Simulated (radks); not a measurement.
The numbers below are computed, except where a source is named.
Species: Cu I. Configuration: [Ar] 3d10 4s0.5 4p0.5 (fractional occupations, a model configuration).

Level of theory: scalar-relativistic Kohn-Sham, XLYP, spin-polarised, spherical densities, point nucleus; open shells are filled with parallel spins first (a radial shooting solver on a logarithmic mesh with Libxc functionals).

Energy parts (eV):
part                       energy
total                  -45046.052
kinetic                 45718.829
electron-nucleus      -108413.810
Hartree                 19503.203
exchange-correlation    -1854.274

Orbitals (lengths in bohr, moments of r in powers of bohr; r(max) is where P^2 peaks; r(90%) holds 90 % of the orbital's charge):
orbital  occ.  eigenvalue (eV)     <r^2>   r(max)  r(90%)
1s up       1        -8856.366  0.003655  0.03411  0.0931
1s down     1        -8856.345  0.003655  0.03411  0.0931
2s up       1        -1063.896   0.06527   0.1966   0.364
2s down     1        -1063.909   0.06527   0.1966   0.364
2p up       3        -918.5717   0.05226   0.1581   0.338
2p down     3        -918.5761   0.05226   0.1581   0.338
3s up       1        -115.6166    0.5867   0.6131    1.07
3s down     1        -115.6299    0.5864   0.6131    1.07
3p up       3         -73.1311    0.6658   0.6190    1.16
3p down     3         -73.1351    0.6648   0.6190    1.16
3d up       5          -6.1328     1.569   0.6017    1.91
3d down     5          -6.0381     1.519   0.6012    1.88
4s up     0.5          -5.6821     9.499    2.235    4.41
4s down     0          -5.2028     9.791    2.232    4.50
4p up     0.5          -1.4201     26.76    3.346    7.65

The highest occupied level is 4p up at -1.420 eV. The configuration is held as typed, so some empty levels lie below it. The density falls to 0.001 e/bohr^3 at r = 4.17 bohr. Summed over all electrons, <r^2> = 39.18 bohr^2, which gives a Langevin (diamagnetic) susceptibility term of -31 x 10^-6 cm^3/mol. Spin moment in Bohr magnetons: 1.
